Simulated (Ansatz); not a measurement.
Reaction (formal hydrolysis of the Si–F bond): `O[SiH](Cl)[SiH2]F` + H₂O → `O[SiH2][SiH](O)Cl` + H–F

Isolated molecules relaxed with PBE0-D4/def2-TZVP in Ansatz; ΔE leaves out vibrations. CBS: MP2 limit from def2 TZ/QZ plus the TZ coupled-cluster correction, frozen cores. This one scheme is used for every species. Functionals use def2-TZVPP. B3LYP here is the variant with VWN-RPA as its local correlation; programs differ in this. One conformer a species, not always the lowest.

```json
{"level": "PBE0-D4", "ΔE (kJ/mol)": "36.1", "difference from CCSD(T)/CBS": "-2.4"}
{"level": "B3LYP-D4", "ΔE (kJ/mol)": "39.7", "difference from CCSD(T)/CBS": "1.2"}
{"level": "B2PLYP", "ΔE (kJ/mol)": "40.7", "difference from CCSD(T)/CBS": "2.2"}
{"level": "PBE", "ΔE (kJ/mol)": "39.4", "difference from CCSD(T)/CBS": "0.9"}
{"level": "B3LYP", "ΔE (kJ/mol)": "43.5", "difference from CCSD(T)/CBS": "5.0"}
{"level": "HF/def2-TZVPP", "ΔE (kJ/mol)": "45.9", "difference from CCSD(T)/CBS": "7.4"}
{"level": "HF/def2-QZVPP", "ΔE (kJ/mol)": "47.8", "difference from CCSD(T)/CBS": "9.3"}
{"level": "MP2/def2-QZVPP", "ΔE (kJ/mol)": "36.6", "difference from CCSD(T)/CBS": "-1.9"}
{"level": "SCS-MP2/def2-QZVPP", "ΔE (kJ/mol)": "39.7", "difference from CCSD(T)/CBS": "1.2"}
{"level": "CCSD/CBS(def2)", "ΔE (kJ/mol)": "39.9", "difference from CCSD(T)/CBS": "1.4"}
{"level": "CCSD(T)/CBS", "ΔE (kJ/mol)": "38.5", "difference from CCSD(T)/CBS": "0"}
```

Largest T1 diagnostic among the species: 0.012.

In def2-TZVPP, CCSD(T) changes the Hartree–Fock value by −9.2 kJ/mol (the triples alone add −1.4 kJ/mol) and MP2 by −11.0 kJ/mol. The D4 term adds −3.8 kJ/mol with B3LYP and −2.0 kJ/mol with PBE0; it sums over pairs of atoms, weighted by their polarisabilities, and B3LYP, whose exchange is more repulsive, gets the larger term.
